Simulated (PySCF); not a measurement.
CH₇ClFNSi₂, SMILES N([SiH3])[Si@@](C)(F)Cl. Geometry: PBE-D3(BJ)/def2-SVP. The structure was generated by enumeration; whether it is a known compound was not checked. The values are those of a single conformer.

Computed equilibrium geometry at PBE-D3(BJ)/def2-SVP (PySCF confirms it by a frequency run) as Cartesian coordinates in Å (one conformer of several):
```xyz
13

C      1.7644    -0.7018    -0.7866
Si     0.4684     0.3061     0.0835
F      0.5452     1.8363    -0.5021
Cl     0.8737     0.4693     2.1159
N     -1.1312    -0.3348    -0.0510
Si    -1.9251    -1.0997    -1.4215
H      1.7954    -1.7326    -0.3827
H      2.7600    -0.2369    -0.6454
H      1.5598    -0.7551    -1.8747
H     -1.7275    -0.1314     0.7592
H     -0.8853    -1.2650    -2.4923
H     -2.4767    -2.4502    -1.0492
H     -3.0613    -0.2699    -1.9577
```
Charge 0, spin multiplicity 1.
